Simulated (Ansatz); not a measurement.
The cluster Hg₂Br₄⁻. Charge -1, multiplicity 2. Geometry r2SCAN-D4/def2-SVPD.

```xyz
6

Hg   -0.898   -0.520   -0.333
Hg    2.227    1.319    0.739
Br   -1.871   -1.789    1.630
Br   -1.054    0.110   -2.781
Br   -0.395    2.164    0.892
Br    1.991   -1.284   -0.147
```

In the def2 sets Hg takes a core potential; there is no spin–orbit coupling. Another isomer (doublet) lies 0.02 eV lower at PBE0-D4/def2-SVP; other spin states weren't run for this one.

Estimate the α-spin orbital energies around the gap (eV) in Ansatz with LDA (SPW92)/def2-SVP, PBE-D4/def2-SVP, BLYP-D4/def2-SVP, r2SCAN-D4/def2-SVP, PBE0-D4/def2-SVP.


| orbital | LDA (SPW92)/def2-SVP | PBE-D4/def2-SVP | BLYP-D4/def2-SVP | r2SCAN-D4/def2-SVP | PBE0-D4/def2-SVP |
| --- | --- | --- | --- | --- | --- |
| HOMO−9 | -3.91 | -3.73 | -3.46 | -4.12 | -5.04 |
| HOMO−8 | -3.58 | -3.39 | -3.13 | -3.79 | -4.70 |
| HOMO−7 | -3.41 | -3.25 | -2.98 | -3.65 | -4.56 |
| HOMO−6 | -3.18 | -3.02 | -2.77 | -3.41 | -4.30 |
| HOMO−5 | -3.11 | -2.96 | -2.70 | -3.36 | -4.29 |
| HOMO−4 | -2.90 | -2.74 | -2.48 | -3.14 | -4.03 |
| HOMO−3 | -2.82 | -2.67 | -2.42 | -3.08 | -4.00 |
| HOMO−2 | -2.80 | -2.65 | -2.40 | -3.05 | -3.98 |
| HOMO−1 | -2.77 | -2.61 | -2.36 | -3.00 | -3.87 |
| HOMO | -1.96 | -1.77 | -1.54 | -2.22 | -2.80 |
| LUMO | 0.40 | 0.70 | 0.89 | 0.71 | 1.44 |
| LUMO+1 | 2.14 | 2.35 | 2.49 | 2.48 | 2.83 |
| LUMO+2 | 3.04 | 3.28 | 3.48 | 3.43 | 3.84 |
| LUMO+3 | 3.09 | 3.38 | 3.56 | 3.67 | 3.95 |
| LUMO+4 | 3.88 | 4.15 | 4.30 | 4.43 | 4.80 |
| LUMO+5 | 4.12 | 4.39 | 4.57 | 4.68 | 5.04 |
| β HOMO | -2.73 | -2.57 | -2.32 | -2.96 | -3.82 |
| β LUMO | -1.57 | -1.27 | -1.13 | -1.28 | -0.65 |
